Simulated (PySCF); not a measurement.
A GIAO shielding run with PySCF 2.14.0 with density-fitted response routines (density fitting, non-relativistic, gas phase) on `Cc1nsnc1C1CC1`, C$_{6}$H$_{8}$N$_{2}$S:

```
$ OMP_NUM_THREADS=1 python probes_run.py task.json out

{"job": {"kind": "nmr", "xc": "PBE0", "basis": "pcSseg-1"}, "charge": 0, "multiplicity": 1}
C     -2.323747    -0.862671    -0.064013
C     -1.607733     0.439674    -0.030239
N     -2.263408     1.577217    -0.030619
S     -1.209714     2.813206     0.010099
N      0.137027     1.905779     0.029321
C     -0.192339     0.630540     0.005023
C      0.815663    -0.431014     0.014481
C      2.094526    -0.220984     0.786431
C      2.124203    -0.204511    -0.701711
H     -3.395086    -0.684771    -0.081164
H     -2.072129    -1.453795     0.815779
H     -2.039886    -1.427705    -0.951290
H      0.400149    -1.430205    -0.003823
H      2.512823    -1.068490     1.307979
H      2.199802     0.721109     1.300918
H      2.249744     0.748514    -1.191127
H      2.563106    -1.039863    -1.225955
```

Hardware: 1 thread of an Arm Neoverse V1, shared host. The job also computes population analyses, field gradients, ring-centre shieldings.

(1) How large is the calculation?

(2) How long does it take, and how much memory does it need?

Results:

(1) 74 electrons, 200 basis functions and 1047 auxiliary functions.

(2) 33 s of wall time, with 15 SCF cycles and 5 response iterations; peak memory 0.95 GiB. Times on a shared host scatter by some tens of per cent.
